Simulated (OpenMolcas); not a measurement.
Ag³⁺: effect of the basis set

```json
{"Program": "OpenMolcas", "Method": "CASSCF", "Active space": "8 electrons in 5 orbitals (4d)", "State averaging": "2S+1 = 3 even, 10 roots; 2S+1 = 1 even, 15 roots", "Spin-orbit coupling": "RASSI with atomic mean-field integrals over the reference wave functions, term energies averaged over their components"}
```

A. ANO-R1 [6s4p3d1f], X2C, finite nucleus; cost roughly 3 core-seconds
B. ANO-RCC-VDZP [6s5p3d1f], DKH2, point nucleus; cost about 4 core-seconds
C. ANO-R2 [7s5p4d2f1g], X2C, finite nucleus; cost of the order of 6 core-seconds
D. ANO-RCC-VTZP [7s6p4d2f1g], DKH2, point nucleus; cost of the order of 5 core-seconds
E. ANO-R3 [8s6p5d3f2g1h], X2C, finite nucleus; cost about 8 core-seconds
F. ANO-RCC-VQZP [8s7p5d3f2g1h], DKH2, point nucleus; cost roughly 7 core-seconds

Energies in eV above 4d⁸ ³F₄, the measured ground level; measured values from the list in Gamrath, thesis, University of Mons (2023).

```csv
Level,A,B,C,D,E,F,Measured
4d⁸ ³F₄,0.0000,0.0000,0.0000,0.0000,0.0000,0.0000,0.0000
4d⁸ ³F₃,0.5231,0.5269,0.4917,0.4909,0.5015,0.4995,0.5173
4d⁸ ³F₂,0.7731,0.7757,0.7394,0.7385,0.7506,0.7481,0.7228
4d⁸ ³P₁,2.4407,2.4290,2.4445,2.4436,2.4500,2.4464,1.9713
4d⁸ ³P₀,2.4785,2.4655,2.4867,2.4859,2.4912,2.4876,1.9952
4d⁸ ¹G₄,2.9758,2.9562,3.0039,3.0032,3.0046,3.0007,2.5504
4d⁸ ¹S₀,6.8746,6.8199,6.9827,6.9821,6.9729,6.9651,5.8444
```

Deviations, from unrounded energies. A percentage is the sum of absolute deviations over the sum of measured energies, with the sign that they share, or ± where signs differ.

| Against measurement | Levels | A | B | C | D | E | F |
| --- | --- | --- | --- | --- | --- | --- | --- |
| mean absolute deviation (cm-1) | 6 | 3300 | 3200 | 3500 | 3500 | 3500 | 3500 |
| fine structure of the ground term (%) | 2 | +4.5 | +5.0 | ±3.4 | ±3.4 | ±3.5 | ±3.5 |
| other terms of the ground configuration (%) | 4 | +19.5 | +18.7 | +20.7 | +20.7 | +20.7 | +20.5 |

A, B lie about equally close to measurement and E furthest from it. The largest miss of B in the table is 4d⁸ ¹S₀, by +7900 cm-1. The ranking rests on the paired levels alone, and a cruder setting can come out closer through cancelling errors.

Among A to F the level of the table that moves most is 4d⁸ ¹S₀, by 1300 cm-1 (lowest in B, highest in C).

Without dynamic correlation excited terms often stand tens of per cent too high (terms of higher spin than the ground term too low), and those without a measured partner can miss by more than the paired ones. The basis is small and was not contracted for so high a charge (holds for A; B). Computed and measured levels are paired by configuration, term and J; levels that our copy of the source lacks, or whose pairing is in doubt (as where it misses far off the trend of its configuration), stay unpaired and out of the deviations. Levels of configurations outside the active space are missing. The table leaves out levels that lie high or whose names do not pair safely across all columns.
